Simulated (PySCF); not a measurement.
W(O)2(NH2)2 (H4N2O2W), SMILES [NH2][W]([NH2])(=[O])=[O], multiplicity 1.

The structure is a stationary point at B3LYP-D3(BJ)/def2-SVP. The spin state was assumed, not searched. The def2 effective core potentials stand for the cores of W; spin–orbit coupling is left out. Other conformers were not sampled.

Two levels are set side by side: PBE/def2-TZVP (PySCF) and CAM-B3LYP/def2-TZVP (PySCF). Same geometry, gas phase. Differences are taken from unrounded values.

| quantity | CAM-B3LYP | PBE | PBE minus CAM-B3LYP |
|---|---|---|---|
| orbital gap (eV) | 9.01 | 4.25 | -4.77 |
| highest occupied level (eV) | -9.20 | -6.40 | 2.80 |
| lowest empty level (eV) | -0.19 | -2.16 | -1.97 |
| dipole moment (D) | 4.66 | 4.42 | -0.24 |
| mean polarisability (bohr³) | 58.3 | 60.8 | 2.5 |

PBE's occupied levels lie high since its potential decays too fast outside the molecule; exact exchange lowers them and widens the gap. PBE's more diffuse valence density responds more strongly to a field. Differences between two approximate levels are no errors against the true value.

Rough cost on one machine, each run with all the roots and properties that it gave: CAM-B3LYP against PBE within a factor of 2.
